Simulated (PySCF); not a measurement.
Level of theory: PBE-D3(BJ)/def2-TZVP in PySCF. Gas-phase values, no solvent. Excitations are Tamm–Dancoff values on a coarser integration grid. The basis has no diffuse functions, so Rydberg states are missing or too high.

Reference species (SMILES): `[F][Ga]([F])[Cl]` (neutral, multiplicity 1).

```json
{
 "S1 excitation (TDA)": "5.46 eV",
 "HOMO": "-8.59 eV",
 "S1 oscillator strength": "0.011"
}
```

Changed species: `[F][Ga]([F])[F]` (0 of 3 F replaced by Cl; the reference has 1 of 3 F replaced by Cl).

Problem. Give the shifts of the S1 excitation (TDA), HOMO and S1 oscillator strength.

Solution. the S1 excitation (TDA) rises by 0.73 eV, to 6.19 eV; the HOMO falls by 1.04 eV, to -9.63 eV; the S1 oscillator strength falls by 0.011, to 0.000.
